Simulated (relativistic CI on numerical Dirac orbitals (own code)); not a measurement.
## Line list: Electric-dipole lines, Lu+

These numbers are calculated, not measured: Dirac-Coulomb-Breit CI, separate exchange-only KLI orbitals for each configuration, a model potential for QED, valence Slater integrals scaled by 0.85, configuration energies shifted to the measured levels that pair with them (semi-empirical) (own radial code, finite nucleus).

Configurations in the expansion (outside the closed core [Xe]): 4f¹⁴6s², 4f¹⁴6s5d, 4f¹⁴6s6p, 4f¹⁴5d², 4f¹⁴5d6p, 4f¹⁴6s7s, 4f¹⁴6p², 4f¹⁴6s6d, 4f¹³6s5d², 4f¹⁴5d6d, 4f¹⁴5d5f, 4f¹⁴6s7p, 4f¹⁴6d², 4f¹⁴5d7s, 4f¹³6s²5d, 4f¹⁴6s8s, 4f¹³6s5d6p, 4f¹⁴5f², 4f¹⁴6s5f, 4f¹⁴6s7d, 4f¹⁴6p6d, 4f¹⁴6s8p, 4f¹⁴6s6f, 4f¹⁴6s5g, 4f¹⁴6s8d, 4f¹⁴5f6p, 4f¹²6s²5d², 4f¹⁴6p7s, 4f¹³6s²6p, 4f¹³6s5d6d. Levels of other configurations are missing.

| λ vac (Å) | Lower | Upper | A (s⁻¹) | gf | Branching (%) |
| --- | --- | --- | --- | --- | --- |
| 1651.4 | 4f¹⁴6s² ¹S0 [1] | 4f¹⁴5d6p ¹P°1 [30] | 3.32e+08 | 4.07e-01 | 38.1 |
| 2606.9 | 4f¹⁴6s² ¹S0 [1] | 4f¹⁴6s6p ¹P°1 [16] | 5.43e+08 | 1.66e+00 | 97.8 |
| 2626.4 | 4f¹⁴6s5d ³D2 [3] | 4f¹⁴5d6p ³P°2 [28] | 1.15e+08 | 5.94e-01 | 23.5 |
| 2634.3 | 4f¹⁴6s5d ³D1 [2] | 4f¹⁴5d6p ³P°1 [27] | 1.84e+08 | 5.75e-01 | 36.2 |
| 2639.2 | 4f¹⁴6s5d ³D1 [2] | 4f¹⁴5d6p ³P°0 [26] | 4.95e+08 | 5.17e-01 | 97.0 |
| 2670.1 | 4f¹⁴6s5d ³D2 [3] | 4f¹⁴5d6p ³P°1 [27] | 2.95e+08 | 9.47e-01 | 58.1 |
| 2682.8 | 4f¹⁴6s6p ³P°0 [6] | 4f¹⁴6s7s ³S1 [35] | 7.37e+07 | 2.39e-01 | 15.0 |
| 2711.4 | 4f¹⁴6s5d ¹D2 [5] | 4f¹⁴5d6p ¹F°3 [29] | 1.96e+08 | 1.51e+00 | 73.4 |
| 2711.9 | 4f¹⁴6s5d ³D3 [4] | 4f¹⁴5d6p ³P°2 [28] | 2.93e+08 | 1.61e+00 | 59.9 |
| 2958.0 | 4f¹⁴6s5d ³D3 [4] | 4f¹⁴5d6p ³F°4 [24] | 2.90e+08 | 3.42e+00 | 95.8 |
| 2986.2 | 4f¹⁴6s5d ¹D2 [5] | 4f¹⁴5d6p ³P°2 [28] | 5.41e+07 | 3.61e-01 | 11.1 |
| 3014.0 | 4f¹⁴6s5d ³D1 [2] | 4f¹⁴5d6p ¹D°2 [20] | 5.00e+07 | 3.40e-01 | 17.2 |
| 3118.9 | 4f¹⁴6s5d ³D2 [3] | 4f¹⁴5d6p ³F°3 [19] | 1.72e+08 | 1.76e+00 | 69.4 |
| 3177.8 | 4f¹⁴6s5d ³D3 [4] | 4f¹⁴5d6p ¹D°2 [20] | 3.58e+07 | 2.71e-01 | 12.3 |
| 3240.2 | 4f¹⁴6s5d ³D3 [4] | 4f¹⁴5d6p ³F°3 [19] | 6.04e+07 | 6.66e-01 | 24.3 |
| 3349.9 | 4f¹⁴6s6p ¹P°1 [16] | 4f¹⁴6s7s ¹S0 [54] | 4.15e+08 | 6.98e-01 | 88.7 |
| 3381.9 | 4f¹⁴6s5d ³D1 [2] | 4f¹⁴5d6p ³F°2 [18] | 1.03e+08 | 8.81e-01 | 48.6 |
| 3441.2 | 4f¹⁴6s5d ³D2 [3] | 4f¹⁴5d6p ³F°2 [18] | 6.68e+07 | 5.93e-01 | 31.6 |
| 3561.1 | 4f¹⁴6s5d ¹D2 [5] | 4f¹⁴5d6p ¹D°2 [20] | 2.01e+08 | 1.91e+00 | 69.1 |
| 4086.3 | 4f¹⁴6s5d ¹D2 [5] | 4f¹⁴5d6p ³F°2 [18] | 3.76e+07 | 4.71e-01 | 17.8 |

Terms are leading LS components. Brackets give the number of a level in order of energy, since labels repeat. The list gives strong lines, with weight on those to low levels, without configurations whose count of f electrons has no measured partner, without configurations that were not tied to measured data, without lines whose two gauges differ by over a factor of 2.5, among the lowest 400 of 1392 levels, so that lines to higher ones, which can be the strongest, are missing, and without lines across small gaps between configurations, and without 19 lines that miss the measured interval by over 3.5 %, start from a term whose rates miss tabulated ones by over 60 %, have gauges far apart or, lacking measured levels, span too small a gap for the errors found; lines with a level outside our table were not tested and can miss by more. Levels whose partners in the same complex of configurations lie outside the list can be far off, and so can their lines. Rates are taken at the computed energies, electric ones in the length gauge.

Configurations whose levels could be paired with our table of measured levels were shifted onto them, all but the ground configuration, by the median error of their levels; single terms can still be off by 1,000 to 2,000 cm⁻¹ or more, and rates follow the energies as ν³ (E1, M1) or ν⁵ (E2). The others borrow a shift and can be off by several thousand cm⁻¹ or more. The fine structure of a lone outer electron comes out too small, for d and f at times inverted, and misplaced configurations move strength between like terms. 28 of the 29 excited levels that our extract of the measured tables holds in this range could be paired (the sources list more); they are missed by 445 cm⁻¹ on average and 2111 at most, after the shifts were fitted to these levels, and levels without a partner can miss by more.

LS names give the leading component of a level, which can be under half, so a name can repeat, a term be missing and a line seem to break the LS rules.
